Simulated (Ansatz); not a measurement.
`[SiH3]OC1CO1` and `[F][Zn][CH]1CO1` differ in one atom or group.

Ansatz, PBE0-D4/def2-TZVP geometries, multiplicity 1. Each molecule was computed in one conformer, which needn't be the lowest.

Scalar relativity is left out up to krypton.

```
                                        property  `[SiH3]OC1CO1`
size of the dipole moment (B3LYP/def2-TZVPP) / D            1.34
         HOMO–LUMO gap (ωB97M-V/def2-TZVPP) / eV           12.44
  size of the dipole moment (PBE/def2-TZVPP) / D            1.24
            HOMO–LUMO gap (PBE0/def2-TZVPP) / eV            8.43
             LUMO energy (B3LYP/def2-TZVPP) / eV            0.25
             HOMO energy (B3LYP/def2-TZVPP) / eV           -7.75
```

(1) What does the change do to each property? (Estimate.)

## Answers

(1) The calculation gave: 
```tsv
property	`[F][Zn][CH]1CO1`	shift
size of the dipole moment (B3LYP/def2-TZVPP) / D	2.90	1.56
HOMO–LUMO gap (ωB97M-V/def2-TZVPP) / eV	10.85	-1.59
size of the dipole moment (PBE/def2-TZVPP) / D	2.80	1.56
HOMO–LUMO gap (PBE0/def2-TZVPP) / eV	7.00	-1.43
LUMO energy (B3LYP/def2-TZVPP) / eV	-1.07	-1.32
HOMO energy (B3LYP/def2-TZVPP) / eV	-7.52	0.23
```

With PBE0 the HOMO rises by 0.24 eV and the LUMO falls by 1.19 eV, so the gap narrows by about 1.43 eV. PBE moves the HOMO by 0.22 eV and ωB97M-V by 0.26 eV. Dipoles are sizes alone; their direction can turn.

B3LYP here is the variant with VWN-RPA as its local correlation; programs differ in this.
